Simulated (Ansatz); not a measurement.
Harmonic frequencies (cm⁻¹) at PBE0-D4/def2-TZVP from Ansatz: 16, 58, 122, 128, 255, 297, 298, 301, 340, 348, 381, 383, 389, 414, 521, 552, 553, 601, 616, 662, 670, 682, 720, 732, 848, 850, 858, 912, 921, 2125, 2126, 2132, 2135, 2138, 2144, 2204, 2207, 2220, 2221.

(1) Which molecule is it?
A. `[SiH2]1[SiH2][GeH2][SiH2][GeH2]1`
B. `[SiH2]1[SiH2][GeH2][GeH2][SiH2]1`
C. `[GeH2]1[GeH2][GeH2][GeH2][GeH2]1`
D. `[SiH2]1[GeH2][SiH2][GeH2][GeH2]1`

## Answers

(1) D.
